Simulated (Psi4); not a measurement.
C6H14O, singlet, at a GFN2-xTB geometry, with bond 10-1 at 1.6 times its length; Psi4 1.11 with R2SCAN/3-21G.

Input for Psi4:
```
memory 2 GB

molecule {
0 1
  C    -2.43078635    0.70386941   -0.80303926
  C    -1.25570669    0.44918022    0.14006863
  C    -1.61131725   -0.65358106    1.13232826
  C    -0.00356784    0.09617071   -0.67105441
  C     1.30635872    0.16561605    0.12111794
  C     2.50620758    0.28469755   -0.82155621
  O     1.41416337   -1.00010812    0.91718752
  H    -3.32653403    0.94646361   -0.23583611
  H    -2.63394850   -0.18210721   -1.40088243
  H    -2.08959261    2.02795631   -1.88062457
  H    -1.05474058    1.37209009    0.69721620
  H    -2.44485243   -0.34699566    1.76089494
  H    -1.89494724   -1.55862855    0.59971909
  H    -0.75974526   -0.88569296    1.76357795
  H     0.07553450    0.78969911   -1.51042497
  H    -0.10234493   -0.91470588   -1.06915737
  H     1.28419761    1.05287160    0.77827267
  H     2.44138523    1.19839905   -1.40578699
  H     3.43649354    0.30505001   -0.25455642
  H     2.53090781   -0.56678997   -1.49790355
  H     2.28569861   -1.01592954    1.32670716
}

set basis 3-21g
set level_shift 0.3

energy('r2scan')
print_variables()
```

Q: What does Psi4 print? Leave out banner, timings and long lists.

A: 
```
   => Loading Basis Set <=

    Name: 3-21G
    Role: ORBITAL
    Keyword: BASIS

         ---------------------------------------------------------
                                   SCF
               by Justin Turney, Rob Parrish, Andy Simmonett
                          and Daniel G. A. Smith
                              RKS Reference
         ---------------------------------------------------------

  ==> Geometry <==

    Molecular point group: c1
    Full point group: C1

    Geometry (in Angstrom), charge = 0, multiplicity = 1:

       Center              X                  Y                   Z               Mass
    ------------   -----------------  -----------------  -----------------  -----------------
         C           -2.455110127870     0.715682259724    -0.817707651422    12.000000000000
         C           -1.280030467870     0.460993069724     0.125400238578    12.000000000000
         C           -1.635641027870    -0.641768210276     1.117659868578    12.000000000000
         C           -0.027891617870     0.107983559724    -0.685722801422    12.000000000000
         C            1.282034942130     0.177428899724     0.106449548578    12.000000000000
         C            2.481883802130     0.296510399724    -0.836224601422    12.000000000000
         O            1.389839592130    -0.988295270276     0.902519128578    15.994914619570
         H           -3.350857807870     0.958276459724    -0.250504501422     1.007825032230
         H           -2.658272277870    -0.170294360276    -1.415550821422     1.007825032230
         H           -2.113916387870     2.039769159724    -1.895292961422     1.007825032230
         H           -1.079064357870     1.383902939724     0.682547808578     1.007825032230
         H           -2.469176207870    -0.335182810276     1.746226548578     1.007825032230
         H           -1.919271017870    -1.546815700276     0.585050698578     1.007825032230
         H           -0.784069037870    -0.873880110276     1.748909558578     1.007825032230
         H            0.051210722130     0.801511959724    -1.525093361422     1.007825032230
         H           -0.126668707870    -0.902893030276    -1.083825761422     1.007825032230
         H            1.259873832130     1.064684449724     0.763604278578     1.007825032230
         H            2.417061452130     1.210211899724    -1.420455381422     1.007825032230
         H            3.412169762130     0.316862859724    -0.269224811422     1.007825032230
         H            2.506584032130    -0.554977120276    -1.512571941422     1.007825032230
         H            2.261374832130    -1.004116690276     1.312038768578     1.007825032230

  Running in c1 symmetry.

  Rotational constants: A =      0.14397  B =      0.05078  C =      0.04023 [cm^-1]
  Rotational constants: A =   4316.18192  B =   1522.46936  C =   1206.14824 [MHz]
  Nuclear repulsion =  332.147849338331469

  Charge       = 0
  Multiplicity = 1
  Electrons    = 58
  Nalpha       = 29
  Nbeta        = 29

  ==> Algorithm <==

  SCF Algorithm Type is DF.
  DIIS enabled.
  MOM disabled.
  Fractional occupation disabled.
  Guess Type is SAD.
  Energy threshold   = 1.00e-06
  Density threshold  = 1.00e-06
  Integral threshold = 1.00e-12

  ==> Primary Basis <==

  Basis Set: 3-21G
    Blend: 3-21G
    Number of shells: 63
    Number of basis functions: 91
    Number of Cartesian functions: 91
    Spherical Harmonics?: false
    Max angular momentum: 1

  ==> DFT Potential <==

   => LibXC <=

    Version 7.1.2
    S. Lehtola, C. Steigemann, M. J. T. Oliveira, and M. A. L. Marques,  SoftwareX 7, 1–5 (2018) (10.1016/j.softx.2017.11.002)

   => Composite Functional: R2SCAN <=

    r2SCAN Meta-GGA XC Functional  (0.1021/acs.jpclett.0c02405)
    J. W. Furness, A. D. Kaplan, J. Ning, J. P. Perdew, J. Sun  J. Phys. Chem. Lett.  11, 8208–8215, 2020

    Deriv               =              1
    GGA                 =           TRUE
[...]
  Using in-core AOs.

  ==> MemDFJK: Density-Fitted J/K Matrices <==

    J tasked:                   Yes
    K tasked:                    No
    wK tasked:                   No
    Algorithm:                 Core
    Schwarz Cutoff:           1E-12
    Mask sparsity (%):       5.8689
    Fitting Condition:        1E-10

   => Auxiliary Basis Set <=

  Basis Set: (3-21G AUX)
    Blend: DEF2-UNIVERSAL-JKFIT
    Number of shells: 259
    Number of basis functions: 907
    Number of Cartesian functions: 907
    Spherical Harmonics?: false
    Max angular momentum: 4

  Minimum eigenvalue in the overlap matrix is 9.4163549967E-03.
  Reciprocal condition number of the overlap matrix is 1.9365873615E-03.
    Using symmetric orthogonalization.

  ==> Pre-Iterations <==

  SCF Guess: Superposition of Atomic Densities via on-the-fly atomic UHF (no occupation information).

   -------------------------
    Irrep   Nso     Nmo
   -------------------------
     A         91      91
   -------------------------
    Total      91      91
   -------------------------

  ==> Iterations <==

                           Total Energy        Delta E     RMS |[F,P]|

   @DF-RKS iter SAD:  -309.39800365318132   -3.09398e+02   0.00000e+00
   @DF-RKS iter   1:  -309.78271681804404   -3.84713e-01   1.10655e-02 DIIS/ADIIS/SHIFT
   @DF-RKS iter   2:  -310.08631795072949   -3.03601e-01   7.58058e-03 DIIS/ADIIS
   @DF-RKS iter   3:  -310.30735885864254   -2.21041e-01   9.83169e-04 DIIS/ADIIS
   @DF-RKS iter   4:  -310.30989836234716   -2.53950e-03   5.55832e-04 DIIS/ADIIS
   @DF-RKS iter   5:  -310.31108202736988   -1.18367e-03   7.03290e-05 DIIS
   @DF-RKS iter   6:  -310.31110692782028   -2.49005e-05   4.08205e-05 DIIS
   @DF-RKS iter   7:  -310.31111503493668   -8.10712e-06   8.00875e-06 DIIS
   @DF-RKS iter   8:  -310.31111523448180   -1.99545e-07   2.97446e-06 DIIS
   @DF-RKS iter   9:  -310.31111527740092   -4.29191e-08   5.80187e-07 DIIS
  Energy and wave function converged.

  ==> Post-Iterations <==

   Electrons on quadrature grid:
      Ntotal   =   57.9999035587 ; deviation = -9.644e-05

    Orbital Energies [Eh]
    ---------------------

    Doubly Occupied:

[...]
    Virtual:

[...]
    Final Occupation by Irrep:
              A
    DOCC [    29 ]
    NA   [    29 ]
    NB   [    29 ]

  @DF-RKS Final Energy:  -310.31111527740092

   => Energetics <=

    Nuclear Repulsion Energy =            332.1478493383314685
    One-Electron Energy =               -1077.3679808289366520
    Two-Electron Energy =                 480.8898715106342365
    DFT Exchange-Correlation Energy =     -45.9808552974300042
    Empirical Dispersion Energy =           0.0000000000000000
    VV10 Nonlocal Energy =                  0.0000000000000000
    Total Energy =                       -310.3111152774009156

Computation Completed

Properties will be evaluated at   0.000000,   0.000000,   0.000000 [a0]

Properties computed using the SCF density matrix

 Multipole Moments:

 ------------------------------------------------------------------------------------
     Multipole            Electronic (a.u.)      Nuclear  (a.u.)        Total (a.u.)
 ------------------------------------------------------------------------------------

 L = 1.  Multiply by 2.5417464519 to convert [e a0] to [Debye]
 Dipole X            :          3.0508473           -2.4242000            0.6266472
 Dipole Y            :         -2.1486039            2.2330471            0.0844431
 Dipole Z            :          2.5796672           -2.3713441            0.2083231
 Magnitude           :                                                    0.6657446

 ------------------------------------------------------------------------------------

  Variable Map:
  ----------------------------------------------------------------------------
[...]
  Array Variable Map:
  ----------------------------------------------------------------------------
[...]
[...]
```
